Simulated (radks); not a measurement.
Species: Pb4+. Configuration: [Kr] 4d10 4f14 5s1 5p6 5d10 5f1 (not the ground configuration).

Calculated with a radial shooting solver on a logarithmic mesh with Libxc functionals: scalar-relativistic Kohn-Sham, MS2 meta-GGA, spin-polarised, spherical densities, finite nucleus; open shells are filled with parallel spins first (spin-orbit coupling, left out, can overturn this in heavy ions); meta-GGA in the generalised Kohn-Sham scheme; Fermi nuclear charge, rms radius 5.5012 fm.

Energy parts (Ry):
total: -41731.5921
kinetic: 47136.3013
electron-nucleus: -103871.2545
Hartree: 15769.7151
exchange-correlation: -766.3540

Orbitals (lengths in bohr, moments of r in powers of bohr):
orbital	occ.	eigenvalue (Ry)	<r^2>
1s up	1	-6481.747	0.0003573
1s down	1	-6481.731	0.0003573
2s up	1	-1163.426	0.005416
2s down	1	-1163.409	0.005416
2p up	3	-998.3461	0.004617
2p down	3	-998.3303	0.004617
3s up	1	-282.6904	0.03480
3s down	1	-282.6750	0.03480
3p up	3	-235.2163	0.03609
3p down	3	-235.2013	0.03609
3d up	5	-186.7882	0.02994
3d down	5	-186.7738	0.02994
4s up	1	-67.31521	0.1662
4s down	1	-67.30654	0.1662
4p up	3	-51.71989	0.1904
4p down	3	-51.71094	0.1903
4d up	5	-33.63247	0.2138
4d down	5	-33.61470	0.2135
5s up	1	-14.45394	0.8080
5s down	0	-14.32098	0.8080
4f up	7	-13.72275	0.2451
4f down	7	-13.69181	0.2443
5p up	3	-10.10586	1.043
5p down	3	-9.98301	1.047
5d up	5	-5.11596	1.689
5d down	5	-5.03270	1.700
6s up	0	-3.80063	4.346
6s down	0	-3.74410	4.281
6p up	0	-2.83461	6.232
6p down	0	-2.75568	6.113
5f up	1	-1.54748	8.439

The highest occupied level is 5f up at -21.055 eV. The configuration is held as typed, so some empty levels lie below it. The spin density at the nucleus is 2226 e/bohr^3 (1s 7, 2s 5, 3s 4, 4s 7, 5s 2203). Summed over all electrons, <r^2> = 40.13 bohr^2, which gives a Langevin (diamagnetic) susceptibility term of -31.8 x 10^-6 cm^3/mol. Spin moment in Bohr magnetons: 2. The density falls to 0.001 e/bohr^3 at r = 3.78 bohr.
